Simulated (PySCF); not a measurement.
# Ionisation energy of Re by level of theory

Re [Xe] 4f14 5d5 6s2 (6S) → Re⁺ [Xe] 4f14 5d5 6s1 (7S), as a difference of total energies. Computed with PySCF 2.14 in aug-cc-pVDZ-PP with ECP60MDF, with a scalar-relativistic core potential. Correlated levels: valence: 5s2 5p6 frozen. The calculations carry no spin-orbit coupling.

```json
{"method": "UHF", "ionisation energy (eV)": "5.944", "error (eV)": "-1.890"}
{"method": "M06-2X", "ionisation energy (eV)": "8.382", "error (eV)": "+0.548"}
{"method": "TPSS", "ionisation energy (eV)": "7.447", "error (eV)": "-0.387"}
{"method": "MP2 (valence)", "ionisation energy (eV)": "7.266", "error (eV)": "-0.568"}
{"method": "SCS-MP2 (valence)", "ionisation energy (eV)": "7.522", "error (eV)": "-0.312"}
```

Reference: 7.834 eV (measured; NIST Atomic Spectra Database, ionization energies).

Errors of the correlated levels include the incompleteness of this basis and the frozen core.

MP2 underrates the near-degeneracy of ns² with np² in the lower species.
